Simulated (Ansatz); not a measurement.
Molecule: CHS2, charge 1, multiplicity 1. It need not be the lowest isomer of its formula. SMILES: S=C=[SH+]
Coordinates optimised at B3LYP-D3(BJ)/def2-TZVP (Ansatz, a first-principles code):
```xyz
4

S      1.5692    -0.3050     0.1177
C      0.0958    -0.0321     0.0255
S     -1.4865     0.3413    -0.1827
H     -1.8991    -0.3890     0.8868
```
Charge +1, spin multiplicity 1.

Parts of the frozen-core correlation energy in STO-3G (Ansatz, hartree). Frozen orbitals: 11; correlated occupied orbitals by spin: 8 and 8; virtual: 5 and 5. No spin-orbit coupling. Non-relativistic. The restricted reference is unstable.

```
term                            value
-------------------------  ----------
reference (HF)             -824.09169
MP2 opposite-spin          (withheld)
MP2 same-spin              (withheld)
CCSD correlation             -0.18601
(T)                        (withheld)
FCI minus CCSD(T)            -0.00227
T1 diagnostic                   0.016
largest doubles amplitude       0.123
```

Complete the blanks.


- MP2 opposite-spin, value: -0.13546
- MP2 same-spin, value: -0.04372
- (T), value: -0.00654
